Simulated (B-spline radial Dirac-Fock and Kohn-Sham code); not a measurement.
## Isotope-shift constants of Kα1, Ne to Ni

Level of theory: first-order field-shift and mass-shift constants from Dirac-Fock ground and hole states with a Fermi nucleus; the mass shift has no relativistic recoil terms; an atomic code on a B-spline grid. δE = F·δ⟨r²⟩ + K·δ(1/M); mass constants are not given above Z = 50.

```tsv
Z	element	F (meV/fm²)	normal K (meV u)	specific K (meV u)
10	Ne	-0.0568	-466	50.6
12	Mg	-0.123	-689	107
13	Al	-0.172	-817	144
14	Si	-0.236	-956	188
15	P	-0.316	-1110	239
16	S	-0.416	-1270	297
17	Cl	-0.539	-1440	362
18	Ar	-0.688	-1620	435
19	K	-0.869	-1820	513
20	Ca	-1.08	-2030	596
21	Sc	-1.34	-2250	675
22	Ti	-1.64	-2480	756
23	V	-2.00	-2720	840
24	Cr	-2.41	-2970	917
25	Mn	-2.89	-3240	1010
26	Fe	-3.44	-3520	1100
27	Co	-4.07	-3810	1200
28	Ni	-4.80	-4110	1290
```

Values without a named source are computed, but for edge energies of neutral atoms, which are taken from tables.
